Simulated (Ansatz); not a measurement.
`CC(C)[NH][AlH][Cl]`. Charge 0, multiplicity 1. All single points use the PBE0-D4/def2-TZVP geometry. It is one conformer, not always the lowest.

```xyz
15

C     1.249   -0.294   -1.282
C     0.712    0.084    0.091
C     0.087    1.465    0.068
N    -0.241   -0.903    0.567
Al   -1.917   -0.798    1.098
Cl   -2.782   -2.642    1.630
H     1.702   -1.289   -1.264
H     2.012    0.415   -1.614
H     0.440   -0.305   -2.016
H     1.565    0.119    0.785
H     0.814    2.209   -0.264
H    -0.269    1.762    1.058
H    -0.763    1.495   -0.622
H     0.161   -1.832    0.558
H    -2.771    0.514    1.207
```

Problem. What is the dipole moment at ωB97M-V/def2-TZVPP? (Estimate.)

Solution. The calculation gave: 2.46 D, with components (1.96, 1.25, -0.81) D in this frame, pointing from negative to positive charge.

Problem. And with PBE, r2SCAN, B3LYP? (An estimate is asked.)

Solution. The calculation gave: PBE 2.54 D, r2SCAN 2.56 D, B3LYP 2.50 D.

Problem. Give the Mulliken charges with ωB97M-V, B3LYP, PBE in def2-TZVPP. (An estimate is asked.)

Solution. The calculation gave: 
```csv
atom,ωB97M-V,B3LYP,PBE
C1,-0.29,-0.24,-0.24
C2,0.02,0.11,0.08
C3,-0.35,-0.27,-0.25
N4,-0.26,-0.27,-0.22
Al5,0.41,0.45,0.36
Cl6,-0.26,-0.29,-0.27
H7,0.10,0.07,0.07
H8,0.09,0.07,0.07
H9,0.10,0.07,0.08
H10,0.09,0.05,0.06
H11,0.11,0.08,0.08
H12,0.12,0.09,0.09
H13,0.12,0.08,0.08
H14,0.09,0.11,0.13
H15,-0.10,-0.13,-0.12
```

B3LYP here is the variant with VWN-RPA as its local correlation; programs differ in this.

Computed with Ansatz.
